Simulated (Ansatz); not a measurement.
Geometry optimisation, Ansatz 0.2.0, DFT PBE-D3(BJ), scalar-relativistic, plane waves, PAW.

input.yaml

```yaml
accuracy: low
crystal:
  lattice:
    - [6.479224, 0.0, 0.0]
    - [0.0, 6.479224, 0.0]
    - [0.0, 0.0, 6.479224]
  atoms:
    - { symbol: F, position: [0.9647924, 0.0303777, 0.3426813] }
    - { symbol: H, position: [0.9336761, 0.0770648, 0.2099133] }
    - { symbol: F, position: [0.647589, 0.1199365, 0.964731] }
    - { symbol: H, position: [0.7553933, 0.0954089, 0.8722546] }
    - { symbol: F, position: [0.0575112, 0.2867648, 0.7694467] }
    - { symbol: H, position: [0.0838178, 0.4045306, 0.6906148] }
    - { symbol: F, position: [0.9750703, 0.4476196, 0.4228498] }
    - { symbol: H, position: [0.9136267, 0.4660465, 0.2937747] }
    - { symbol: F, position: [0.4062204, 0.035305, 0.6675171] }
    - { symbol: H, position: [0.308458, 0.095657, 0.5804803] }
    - { symbol: F, position: [0.7198381, 0.5320405, 0.9708042] }
    - { symbol: H, position: [0.7302859, 0.5565161, 0.829146] }
    - { symbol: F, position: [0.2757182, 0.692447, 1.0098547] }
    - { symbol: H, position: [0.3485307, 0.5769731, 0.9636012] }
    - { symbol: F, position: [0.4967477, 0.6080834, 0.3432727] }
    - { symbol: H, position: [0.6254649, 0.5822659, 0.2837697] }
basis:
  ecutwfc: 420.0
kpoints:
  mp_grid: { grid: [1, 1, 1] }
hamiltonian:
  xc: pbe
  dispersion: d3bj
scf:
  occupations: { method: fermi_dirac, width: 0.05 }
  lower_state_search: "off"
relax:
  f_tol: 0.3
  max_steps: 15
  adjacent_minimum: "off"
output:
  write_density: true
  write_potential: true
  elf: true
  volumetric_format: npy
```

Command:

```bash
$ ansatz run input.yaml --threads 1 --pin off --max-ram 3072MiB --backend cpu --events-out ev --progress --plain --runs-dir out
```

Problem. Where does it end, and by what steps?

Solution. It converged. The threshold is loose, so the end isn't yet a minimum. Limits of this set-up: coarse k mesh, low accuracy level. After 12 steps the energy has fallen by 2.073 eV; F3 moved furthest, 1.57 Å.

```
step  energy less start (eV)  largest force component (eV/Å)  accepted
   0                  0.0000                           0.494       yes
   1                 -0.3503                           1.535       yes
   2                 -0.6300                           1.948       yes
   3                 -0.8249                           1.211       yes
   4                 -0.9920                           1.164       yes
   5                 -1.1531                           1.049       yes
   6                 -1.3323                           0.804       yes
   7                 -1.5123                           0.781       yes
   8                 -1.6560                           0.636       yes
   9                 -1.7554                           1.233       yes
  10                 -1.9049                           0.859       yes
  11                 -2.0043                           0.404       yes
  12                 -2.0731                           0.254       yes
```

```xyz
16
Lattice="6.4792 0.0000 0.0000 0.0000 6.4792 0.0000 0.0000 0.0000 6.4792" Properties=species:S:1:pos:R:3
F 6.788 0.218 2.178
H 6.449 0.279 1.277
F 5.694 0.313 6.365
H 5.846 0.993 5.696
F -0.432 2.260 4.768
H -0.293 2.335 3.823
F 6.082 3.107 2.320
H 6.799 3.443 1.738
F 2.367 0.371 3.787
H 1.747 0.250 3.074
F 3.629 3.495 6.297
H 3.805 3.800 5.423
F 1.223 4.023 7.201
H 2.154 3.818 7.074
F 3.587 3.925 2.751
H 4.442 3.700 2.413
```

Run time: 23 s on 1 CPU thread of a shared host.
